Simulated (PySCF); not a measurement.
## Molybdenum: a sound run and one with changed settings

Sound run: Mo⁺ [Kr] 4d5, Mo²⁺ [Kr] 4d4. All numbers are calculated (PySCF 2.14, scalar relativity through the core potential, in def2-SVP with the def2 core potential (28 electrons) (5s3p2d1f, 31 functions)). In the sound run the correlated levels freeze 4s2 4p6 outside the core potential. The sound run starts from symmetry-adapted Hartree-Fock orbitals and uses a fine grid where one is needed.

Changed run: all electrons correlated in a basis built for the valence shell.

```json
{"species": "Mo⁺", "method": "MP2", "sound run (hartree)": "-67.35196", "changed run (hartree)": "-67.48831", "converged": "yes"}
{"species": "Mo²⁺", "method": "MP2", "sound run (hartree)": "-66.78114", "changed run (hartree)": "-66.91044", "converged": "yes"}
```

Ionisation energy of Mo⁺:

```tsv
method	sound run (eV)	changed run (eV)
UHF	15.072	15.072
MP2	15.533	15.725
SCS-MP2	15.225	15.448
```

A valence basis has no tight correlating functions, so it recovers only part of the core correlation, and not evenly between atom and ion.

For comparison, NIST gives 16.16 ± 0.12 eV between the lowest levels.
